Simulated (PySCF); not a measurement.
## Working out the ionisation energy of Mg⁸⁺

Mg⁸⁺ [He] 2s2 (1S) → Mg⁹⁺ [He] 2s1 (2S). All numbers are calculated (PySCF 2.14, no relativity, point nucleus, in an even-tempered Gaussian basis (17 s from 0.9 bohr⁻², ratio 2.2; 9 p from 1.5 bohr⁻², ratio 2.4; 6 d from 4.5 bohr⁻², ratio 2.4; 5 f from 6.7 bohr⁻², ratio 2.4; 5 g from 10 bohr⁻², ratio 2.4)). Frozen: nothing; the 10 highest virtual orbitals dropped. Energies in hartree (1 hartree = 27.21139 eV):

```csv
part,Mg⁸⁺ (lower),Mg⁹⁺ (upper)
UHF,-161.965964,-150.084745
MP2 opposite-spin,-0.137138,-0.047793
MP2 same-spin,-0.003314,-0.001726
```

What does Hartree-Fock give?

(-150.084745) − (-161.965964) = 11.881219 hartree = 323.304 eV.

What do MP2 and SCS-MP2 (6/5 opposite-spin, 1/3 same-spin) give?

The opposite-spin parts differ by 2.431 eV and the same-spin parts by 0.043 eV. MP2: 323.304 + (2.431) + (0.043) = 325.778 eV. SCS-MP2: 323.304 + 1.2 × (2.431) + (0.043)/3 = 326.236 eV.

A first-order spin-orbit estimate adds 0.000 eV to MP2 (all electrons), giving 325.778 eV against 327.99 eV (semi-empirical (NIST evaluation); NIST Atomic Spectra Database, ionization energies).

What remains against the reference includes basis incompleteness and correlation beyond second order.
